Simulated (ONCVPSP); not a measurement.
## Scattering properties, ONCV potential for Gd (Z = 64)

gadolinium, optimised norm-conserving Vanderbilt (ONCV), made with ONCVPSP 4.0.1 (PBE, scalar-relativistic). Core [Kr] 4d10, reference 4f7 5s2 5p6 5d2 6s1. Waves: 5s+6s: rc 2.35 bohr, ncon 4, nbas 7, qcut 4.4 1/bohr, 2 projectors; 5p: rc 2.15 bohr, ncon 4, nbas 9, qcut 5.8 1/bohr, 2 projectors, debl 0.9 Ha; 5d: rc 3.45 bohr, ncon 4, nbas 9, qcut 4.3 1/bohr, 2 projectors, debl 3.2 Ha; 4f: rc 1.25 bohr, ncon 4, nbas 9, qcut 12.9 1/bohr, 2 projectors, debl 1.4 Ha. Local part: polynomial inside 1.00 bohr (lpopt 5, dvloc0 0 Ha). Core correction: Teter function, fcfact 3.75, rcfact 1.05.

In the p channel the program set the typed energies aside and used -0.953, 0.250 Ha.

The phase is arctan(r·R′/R) of the radial function R(r), unwrapped; energies in Ha, scanned from -3 to 5 Ha. A pole is an energy at which the radial function vanishes at the test radius. The pseudo phase is shifted by a multiple of π to meet the all-electron one at the reference energy, and phase errors are pseudo minus all-electron; the curves can meet again beyond the range given. Levels narrower than the energy grid can be missing from the lists of poles.

Problem. For each channel, where are the poles, and over which energies does the pseudopotential scatter like the atom?

Solution.

| channel | radius (bohr) | reference energy (Ha) | poles, all-electron | poles, pseudo | unbroken range about the reference energy with phases within 0.05 rad | phase error 1 Ha above the reference energy (rad) |
| --- | --- | --- | --- | --- | --- | --- |
| s | 2.38 | -0.14 | -1.64, 2.86 | -1.64, 2.76 | below 3.9 | -0.002 |
| p | 2.18 | -0.95 | -0.47 | -0.47, 1.81 | below 1.4 | -0.000 |
| d | 3.49 | -0.06 | 0.12, 1.88, 4.76 | 0.12, 1.94 | below 0.5 | +0.110 |
| f | 1.27 | -0.27 | 0.50 | 0.50 | the whole range | +0.000 |

Note: ghosts flagged at negative energy: s at -136.8 eV; GHOST(+) flagged for p at 49.8 eV, d at 89.4 eV. A true bound ghost makes a file unfit for plane-wave use.

Phases in the p channel:

```csv
E (Ha),all-electron,pseudo
-2.98,1.275,1.275
-2.54,1.215,1.215
-2.10,1.097,1.097
-1.66,0.743,0.743
-1.22,-0.717,-0.717
-0.78,-1.418,-1.418
-0.34,-1.612,-1.612
0.10,-1.730,-1.730
0.54,-1.852,-1.852
0.98,-2.048,-2.050
1.42,-2.537,-2.579
1.86,-3.623,-5.649
2.30,-4.217,-7.294
2.74,-4.429,-7.547
3.18,-4.533,-7.660
3.62,-4.596,-7.727
4.06,-4.639,-7.772
4.50,-4.673,-7.807
4.94,-4.702,-7.836
```
